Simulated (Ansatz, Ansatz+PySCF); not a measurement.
```json
{"atom": "N", "x (Å)": "0.0000", "y (Å)": "0.0000", "z (Å)": "-0.4711"}
{"atom": "H", "x (Å)": "0.0000", "y (Å)": "0.0000", "z (Å)": "3.2974"}
{"atom": "B", "x (Å)": "30.0000", "y (Å)": "0.0000", "z (Å)": "-0.2087"}
{"atom": "H", "x (Å)": "30.0000", "y (Å)": "0.0000", "z (Å)": "1.0436"}
```

Basis set: 6-31G (spherical functions). Correlated methods keep 2 orbitals frozen. Charge 0, multiplicity 3.

Computed with Ansatz (development build ahead of 0.2.0); each method stands on the lowest determinant of its kind that the runs found.

**Question.** Give the atomization energy at this shape (free ground-state atoms in the same class of orbitals less the molecule, no zero-point energy) of triplet BNH2 in separate pieces by UHF-CCSD(T), UHF-MP2, UHF.

**Answer.**

| method | atomization energy |
| --- | --- |
| UHF-CCSD(T) | 3.04 eV |
| UHF-MP2 | 2.84 eV |
| UHF | 2.65 eV |

Caution: the determinant breaks the point group; the unrestricted determinant is a mixture of spin states. Caution for UHF-CCSD(T), UHF-MP2: bonds are stretched, where a single reference can fail.

This basis has no polarisation functions and is too small for such energies, which can lie far from measured ones in either direction.
